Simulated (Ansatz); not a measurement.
Spectroscopic constants of LiS-, closed-shell singlet (lowest of 2S+1 = 1, 3, 5 at CCSD(T)/def2-TZVPP on PBE0 minima; our sources give no spin for the ground state, which may be another).

The constants come from a fifth-degree fit in 1/R (seven points, main isotopes). Runs in def2 and cc sets follow the lowest solution found near the PBE0 minimum. The singlet is held restricted. HF and MP2 rows in def2 and cc sets belong to the determinant that coupled cluster picked by its CCSD energy.

Correlated levels freeze the inner cores; with def2 sets outer-core shells near the valence are correlated too. CBS(a, b) extrapolates the correlation energy as X⁻³ and adds the Hartree–Fock energy of set b.

Codes used: Ansatz (Gaussian orbitals). Values without a source in brackets are computed.

```tsv
level	r_e (Å)	ω_e (cm⁻¹)	ω_e x_e (cm⁻¹)
HF/aug-cc-pV(Q+d)Z	2.052	683	4.1
r2SCAN/def2-TZVPP	2.059	(withheld)	4.8
PBE0/def2-TZVPP	2.042	668	4.9
B2PLYP/def2-TZVPP	2.053	651	5.1
MP2/aug-cc-pV(Q+d)Z	2.087	629	4.5
MP2/CBS(aug-cc-pV(Q+d)Z, aug-cc-pV(5+d)Z)	2.083	633	4.4
SCS-MP2/aug-cc-pV(5+d)Z	2.081	635	4.5
CCSD(T)/CBS(aug-cc-pV(Q+d)Z, aug-cc-pV(5+d)Z)	(withheld)	(withheld)	4.7
```

Question: Fill in the missing entries.

Answer: 
- CCSD(T)/CBS(aug-cc-pV(Q+d)Z, aug-cc-pV(5+d)Z), r_e (Å): 2.076
- CCSD(T)/CBS(aug-cc-pV(Q+d)Z, aug-cc-pV(5+d)Z), ω_e (cm⁻¹): 638
- r2SCAN/def2-TZVPP, ω_e (cm⁻¹): 653

Ansatz is a program for electronic structure.
